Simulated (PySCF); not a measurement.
## Radial density of Sc⁺ (scandium, charge +1)

r2SCAN, [Ar] 3d1 4s1, high-spin 3D determinant. Computed with PySCF 2.14 in aug-cc-pVDZ (7s6p4d2f, 59 functions), with the non-relativistic Hamiltonian (point nucleus).

| r (bohr) | 4πr²ρ (e/bohr) | 4πr²(ρα − ρβ) |
| --- | --- | --- |
| 0.00131 | 0.1258 | 0.0001 |
| 0.00220 | 0.3428 | 0.0002 |
| 0.00370 | 0.9107 | 0.0004 |
| 0.00622 | 2.318 | 0.0011 |
| 0.0105 | 5.488 | 0.0026 |
| 0.0176 | 11.52 | 0.0054 |
| 0.0296 | 19.81 | 0.0085 |
| 0.0498 | 24.74 | 0.0076 |
| 0.0838 | 20.66 | 0.0000 |
| 0.141 | 19.29 | 0.0083 |
| 0.237 | 26.30 | 0.0491 |
| 0.399 | 14.95 | 0.1247 |
| 0.671 | 7.090 | 0.4425 |
| 1.13 | 8.079 | 0.5740 |
| 1.90 | 2.032 | 0.5088 |
| 3.19 | 0.4906 | 0.4567 |
| 5.37 | 0.07783 | 0.0778 |
| 9.03 | 0.0004917 | 0.0004 |
| 15.2 | 1.403e-05 | 0.0000 |
